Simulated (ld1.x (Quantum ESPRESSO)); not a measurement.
**Ho, TM: configuration errors across variants**

- Element: Ho
- Generator: ld1.x (Quantum ESPRESSO) 7.5
- Type: norm-conserving Troullier–Martins (Kleinman–Bylander form)
- Functional: PBE
- Relativity: scalar-relativistic
- Frozen core: [Kr] 4d10 5s2
- Valence charge: 19
- Reference configuration: 4f11 5p6 5d0 6s2 6p0
- Partial waves: 5p (bound): rc 1.50 bohr; 5d (bound, empty): rc 2.20 bohr; 4f (bound): rc 1.40 bohr; 6s (bound): rc 3.80 bohr
- Local potential: the s channel
- Core correction: none

All-electron excitation energies from the reference (eV): (1) 4f11 5p6 5d0 6s1 6p0 6.309; (2) 4f11 5p6 5d0 6s0 6p0 18.119; (3) 4f10 5p6 5d0 6s0 6p0 44.081; (4) 4f10 5p6 5d1 6s1 6p0 11.545; (5) 4f10 5p6 5d0 6s2 6p0 10.337; (6) 4f10 5p6 5d1 6s2 6p0 4.604; (7) 4f11 5p6 5d0 6s1 6p1 2.733.

Errors AE − PS in meV (a dash: test not solved or not reliable):

| change | (1) | (2) | (3) | (4) | (5) | (6) | (7) | bound ghosts |
| --- | --- | --- | --- | --- | --- | --- | --- | --- |
| base | +0.9 | -9.0 | -942 | -767 | -896 | -832 | -271 | none |
| wave 6s (bound): rc 3.80 bohr becomes 6s (bound): rc 2.54 bohr | +3.1 | +8.9 | -986 | -709 | -604 | -746 | -231 | none |
| wave 6s (bound): rc 3.80 bohr becomes 6s (bound): rc 3.34 bohr | +0.1 | +3.3 | -828 | -782 | -1018 | -866 | -276 | none |
| wave 6s (bound): rc 3.80 bohr becomes 6s (bound): rc 3.92 bohr | +1.0 | -14 | -975 | -762 | -862 | -823 | -271 | none |
| wave 6s (bound): rc 3.80 bohr becomes 6s (bound): rc 4.50 bohr | +0.3 | -61 | -1210 | -735 | -639 | -765 | -274 | none |
| wave 6s (bound): rc 3.80 bohr becomes 6s (bound): rc 5.68 bohr | -9.8 | -288 | -1985 | -677 | -95 | -615 | -307 | none |

(1) Give the same row for: wave 6s (bound): rc 3.80 bohr becomes 6s (bound): rc 4.88 bohr.

## Answers

(1) -2.0, -130, -1477, -708, -418, -706, -282; bound ghosts: none.
